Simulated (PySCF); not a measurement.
GeI$_{2}$, charge +1, doublet, at a GFN2-xTB geometry (a state made from the parent by changing its charge; the spin is typed, not shown lowest) (core potentials on I); B97M-V/def2-SVPD run with PySCF.

PySCF was given this input:
```python
from pyscf import gto, scf, dft

mol = gto.Mole()
mol.atom = '''
    Ge    0.00221417   -0.00954082    0.99795171
    I     1.09983252   -1.87992098   -0.32171048
    I    -1.10116938    1.88568147   -0.28082640
'''
mol.basis = 'def2-svpd'
mol.ecp = {'I': 'def2-svpd'}
mol.charge = 1
mol.spin = 1
mol.verbose = 4
mol.build()

mf = dft.UKS(mol)
mf.xc = 'b97m_v'
mf.grids.atom_grid = (99, 590)
mf.grids.prune = None
mf.kernel()
```

What the program printed (banner, timings and long lists left out):

```
PySCF version 2.14.0

[INPUT] verbose = 4
[INPUT] num. atoms = 3
[INPUT] num. electrons = 81
[INPUT] charge = 1
[INPUT] spin (= nelec alpha-beta = 2S) = 1
[INPUT] symmetry False subgroup None
[INPUT] Mole.unit = angstrom
[INPUT] Symbol           X                Y                Z      unit          X                Y                Z       unit  Magmom
[INPUT]  1 Ge     0.002214170000  -0.009540820000   0.997951710000 AA    0.004184174893  -0.018029536804   1.885855417441 Bohr   0.0
[INPUT]  2 I      1.099832520000  -1.879920980000  -0.321710480000 AA    2.078382245690  -3.552535788024  -0.607944698602 Bohr   0.0
[INPUT]  3 I     -1.101169380000   1.885681470000  -0.280826400000 AA   -2.080908544957   3.563421536467  -0.530684984548 Bohr   0.0

nuclear repulsion = 409.345494635336
number of shells = 40
number of NR pGTOs = 220
number of NR cGTOs = 108
basis = def2-svpd
ecp = {'I': 'def2-svpd'}

******** <class 'pyscf.dft.uks.UKS'> ********
method = UKS
initial guess = minao
damping factor = 0
level_shift factor = 0
DIIS = <class 'pyscf.scf.diis.CDIIS'>
diis_start_cycle = 1
diis_space = 8
diis_damp = 0
SCF conv_tol = 1e-09
SCF conv_tol_grad = None
SCF max_cycles = 50
direct_scf = True
direct_scf_tol = 1e-13
number electrons alpha = 41  beta = 40
XC library pyscf.dft.libxc version 7.1.2
    S. Lehtola, C. Steigemann, M. J. T. Oliveira, and M. A. L. Marques,  SoftwareX 7, 1–5 (2018)
XC functionals = b97m_v
    N. Mardirossian and M. Head-Gordon,  J. Chem. Phys. 142, 074111 (2015)
radial grids:
    Treutler-Ahlrichs [JCP 102, 346 (1995); DOI:10.1063/1.469408] (M4) radial grids

becke partition: Becke, JCP 88, 2547 (1988); DOI:10.1063/1.454033
pruning grids: None
grids dens level: 3
symmetrized grids: False
atomic radii adjust function: <function treutler_atomic_radii_adjust>
User specified grid scheme (99, 590)
** Following is NLC and NLC Grids **
NLC functional = b97m_v
radial grids:
    Treutler-Ahlrichs [JCP 102, 346 (1995); DOI:10.1063/1.469408] (M4) radial grids

becke partition: Becke, JCP 88, 2547 (1988); DOI:10.1063/1.454033
pruning grids: <function nwchem_prune>
grids dens level: 3
symmetrized grids: False
atomic radii adjust function: <function treutler_atomic_radii_adjust>
small_rho_cutoff = 0
Set gradient conv threshold to 3.16228e-05
tot grids = 175232
tot grids = 64560
init E= -2608.02691736689

cycle= 1 E= -2667.88214681525  delta_E= -59.9  |g|= 3.13  |ddm|= 9.17
cycle= 2 E= -2658.99289823977  delta_E= 8.89  |g|= 4.11  |ddm|= 10.6
cycle= 3 E= -2670.02072062301  delta_E=  -11  |g|= 1.25  |ddm|= 7.91
cycle= 4 E= -2670.07195439765  delta_E= -0.0512  |g|= 1.39  |ddm|= 3.56
cycle= 5 E= -2671.4191255313  delta_E= -1.35  |g|= 0.28  |ddm|= 1.71
cycle= 6 E= -2671.47386559244  delta_E= -0.0547  |g|= 0.105  |ddm|= 0.492
cycle= 7 E= -2671.48131194666  delta_E= -0.00745  |g|= 0.0351  |ddm|= 0.202
cycle= 8 E= -2671.48246047576  delta_E= -0.00115  |g|= 0.0111  |ddm|= 0.0871
cycle= 9 E= -2671.48253156075  delta_E= -7.11e-05  |g|= 0.00706  |ddm|= 0.0329
cycle= 10 E= -2671.4825682969  delta_E= -3.67e-05  |g|= 0.00411  |ddm|= 0.0261
cycle= 11 E= -2671.48258538643  delta_E= -1.71e-05  |g|= 0.00151  |ddm|= 0.0112
cycle= 12 E= -2671.48258761135  delta_E= -2.22e-06  |g|= 0.000191  |ddm|= 0.003
cycle= 13 E= -2671.48258765062  delta_E= -3.93e-08  |g|= 5.41e-05  |ddm|= 0.000482
cycle= 14 E= -2671.4825876544  delta_E= -3.78e-09  |g|= 1.59e-05  |ddm|= 0.00015
cycle= 15 E= -2671.48258765482  delta_E= -4.18e-10  |g|= 1.16e-05  |ddm|= 7.11e-05
Extra cycle  E= -2671.48258765444  delta_E= 3.86e-10  |g|= 2.56e-05  |ddm|= 5.97e-05
converged SCF energy = -2671.48258765444  <S^2> = 0.75812606  2S+1 = 2.0081096
```
